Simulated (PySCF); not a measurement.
# Calcium: a sound run and one with changed settings

Sound run: Ca [Ar] 4s2, Ca⁺ [Ar] 4s1. Calculation: PySCF 2.14, in x2c-SVPall (5s3p2d, 24 functions); the spin-free X2C one-electron Hamiltonian (Gaussian nucleus). In the sound run the correlated levels freeze [Ar]. The sound run starts from symmetry-adapted Hartree-Fock orbitals and uses a fine grid where one is needed.

Changed run: initial guess 1e, at most 50 SCF cycles.

| species | method | sound run (hartree) | changed run (hartree) | converged |
| --- | --- | --- | --- | --- |
| Ca | UHF | -679.52012 | -679.52012 | yes |
| Ca | PBE | -680.12186 | -680.12186 | yes |
| Ca | TPSS | -680.35650 | -680.35650 | yes |
| Ca | MP2 | -679.53736 | -679.53736 | yes |
| Ca | CCSD(T) | -679.54696 | -679.54696 | yes |
| Ca⁺ | UHF | -679.33084 | -679.24458 | yes |
| Ca⁺ | PBE | -679.89543 | -679.89543 | yes |
| Ca⁺ | TPSS | -680.13404 | -680.13404 | yes |

Ionisation energy of Ca:

```
method  sound run (eV)  changed run (eV)
   PBE           6.162             6.162
  TPSS           6.054             6.054
```

The plain start fixes occupations by D2h representation alone, and Ca⁺ at UHF landed in another state (other ⟨L²⟩ or ⟨S²⟩). 

For comparison, NIST gives 6.113 eV between the lowest levels.
